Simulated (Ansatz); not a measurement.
Species: GeHSCl, charge 0, singlet. GeHSCl (SMILES [Ge]([SH])[Cl]).
B3LYP-D3(BJ)/def2-TZVP minimum from Ansatz (a program for electronic structure):
```xyz
4

Ge     0.4233    -0.5556     0.2872
Cl     0.9328     1.5552    -0.1447
S     -1.7152    -0.4333    -0.4127
H     -1.9601    -1.7262    -0.1272
```

Property: atomisation energy (electronic, to ground-state atoms), in kcal/mol. Radicals and triplets start from unrestricted determinants; spin-orbit coupling is neglected. Correlated methods leave the cores frozen (noble-gas shells, and filled d and f shells in the p block). No relativity. CBS(X,Y): correlation extrapolated as X^-3, Hartree-Fock from the larger set. A bracket is a step between two methods taken in the basis named. Double hybrids freeze cores in their MP2 part. For partners of very few electrons the exact lower level stands in for a higher one.

CCSD(T)/CBS(def2-TZVPP,def2-QZVPP) + [CCSDT(Q) - CCSD(T)]/def2-TZVPP (Ansatz) gives 263.9 kcal/mol.

### Question
What does PBE/def2-TZVPD (Ansatz) give here, and how do the other levels compare?

### Answer
PBE gives 270.6 kcal/mol, 6.7 kcal/mol above it. Differences of the others: r2SCAN/def2-TZVPD (Ansatz) 3.6; B3LYP/def2-TZVPD (Ansatz) -5.7; PBE0/def2-TZVPD (Ansatz) -1.7; wB97M-V/def2-TZVPD (Ansatz) 1.4; B2PLYP/def2-TZVPD (Ansatz) -6.2; CCSD(T)/CBS(def2-TZVPP,def2-QZVPP) (Ansatz) -0.4 kcal/mol.
